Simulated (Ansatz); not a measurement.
One change: `[NH]=[Ta]([OH])([F])[F]` becomes `[NH]=[Ta]([F])([F])[F]`.

Ansatz, PBE0-D4/def2-TZVP geometries, multiplicity 1. Each molecule was computed in one conformer, which needn't be the lowest.

Elements past krypton have def2 core potentials.

```
                                        property  `[NH]=[Ta]([OH])([F])[F]`
  zero-point energy (PBE0-D4/def2-TZVP) / kJ/mol                       82.9
            HOMO–LUMO gap (PBE0/def2-TZVPP) / eV                       7.56
              HOMO energy (PBE0/def2-TZVPP) / eV                      -8.19
           LUMO energy (ωB97M-V/def2-TZVPP) / eV                       0.89
size of the dipole moment (B3LYP/def2-TZVPP) / D                       2.37
           HOMO–LUMO gap (B3LYP/def2-TZVPP) / eV                       7.01
```

Q: What does the change do to each property? (An estimate is asked.)

A: The calculation gave: 
```json
{"property": "zero-point energy (PBE0-D4/def2-TZVP) / kJ/mol", "`[NH]=[Ta]([F])([F])[F]`": "53.2", "shift": "-29.7"}
{"property": "HOMO–LUMO gap (PBE0/def2-TZVPP) / eV", "`[NH]=[Ta]([F])([F])[F]`": "7.51", "shift": "-0.05"}
{"property": "HOMO energy (PBE0/def2-TZVPP) / eV", "`[NH]=[Ta]([F])([F])[F]`": "-8.57", "shift": "-0.38"}
{"property": "LUMO energy (ωB97M-V/def2-TZVPP) / eV", "`[NH]=[Ta]([F])([F])[F]`": "0.71", "shift": "-0.18"}
{"property": "size of the dipole moment (B3LYP/def2-TZVPP) / D", "`[NH]=[Ta]([F])([F])[F]`": "0.61", "shift": "-1.76"}
{"property": "HOMO–LUMO gap (B3LYP/def2-TZVPP) / eV", "`[NH]=[Ta]([F])([F])[F]`": "6.96", "shift": "-0.05"}
```

With PBE0 the HOMO falls by 0.38 eV and the LUMO falls by 0.43 eV, so the gap narrows by about 0.05 eV. PBE moves the HOMO by -0.37 eV and ωB97M-V by -0.36 eV. The zero-point energy changes by -29.7 kJ/mol with -3 modes. Dipoles are sizes alone; their direction can turn.

B3LYP here is the variant with VWN-RPA as its local correlation; programs differ in this.
